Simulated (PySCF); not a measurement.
NaPb: energy against distance

Set-up: PySCF, scalar-relativistic core potentials, basis sets Na def2-SVPD, Pb def2-SVPD with ECP60. Energies in eV from Na + Pb in their ground configurations at the same level. State: ⁴Σ⁻ (quartet), unpaired electrons σ ↑, π ↑↑.

```tsv
R (Å)	UHF-SCS-MP2	M06-2X
2.565	-0.6281	-0.865
2.685	-0.8042	-1.000
2.804	-0.9039	-1.064
2.893	-0.9418	-1.078
2.983	-0.9557	-1.070
3.072	-0.9509	-1.044
3.192	-0.9225	-0.990
3.341	-0.8620	-0.900
3.520	-0.7669	-0.773
3.759	-0.6234	-0.593
```

Task: Put a parabola through the three lowest points of the UHF-SCS-MP2 curve and estimate Re, k and ωe (reduced mass 20.7 u; 1 eV/Å² = 0.16022 mdyn/Å; ωe = 1302.8·√(k/μ) cm⁻¹).

Result: Through R = 2.893, 2.983, 3.072 Å the second-order coefficient is 1.16 eV/Å², so Re ≈ 3.004 Å, k ≈ 0.373 mdyn/Å and ωe ≈ 175 cm⁻¹. A polynomial fit of higher order to the unrounded UHF-SCS-MP2 energies gives Re = 3.002 Å, k = 0.354 mdyn/Å, ωe = 170 cm⁻¹; anharmonicity and rounding make the difference.

The higher-order fit for each curve: UHF-SCS-MP2: Re = 3.002 Å, ωe = 170 cm⁻¹, De = 0.96 eV; M06-2X: Re = 2.901 Å, ωe = 187 cm⁻¹, De = 1.08 eV.

Correlated steps freeze 5 core orbitals. Correlated levels converge slowly with the basis: in double zeta they bind strong bonds too weakly, by up to about 1 eV, and carry superposition errors of some tenths. These are scalar-relativistic numbers at best; spin–orbit coupling would shift them, the dissociation energy most. The state was picked by a PBE0 search and need not be the measured ground state.
